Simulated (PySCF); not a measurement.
Be(H)(OH) (BeH2O), SMILES [BeH][OH]. Atoms are numbered in the order given.

```xyz
4

Be    -0.0301     0.8599     0.0000
H     -0.0650     2.1851     0.0000
O      0.0766    -0.5354     0.0000
H     -0.4278    -1.3414     0.0000
```
Charge 0, spin multiplicity 1.

Geometry optimised at B3LYP-D3(BJ)/def2-TZVPD.

The numbers are results of HF/def2-TZVPD run with PySCF, not measurements.

Computed frontier levels, gap, dipole moment and polarisability:
```
Quantity                                                                                                        Value
---------------------------------------------------------------------------------------------  ----------------------
highest occupied level                                                                                      -12.57 eV
lowest empty level                                                                                            1.21 eV
orbital gap                                                                                                  13.79 eV
dipole moment                                                                                                  1.47 D
quadrupole, principal values (traceless, Buckingham form, about the centre of nuclear charge)   -3.84, 0.79, 3.05 D·Å
mean static polarisability                                                                       19.8 bohr³ (2.93 Å³)
polarisability, principal values                                                               18.4, 18.6, 22.3 bohr³
```
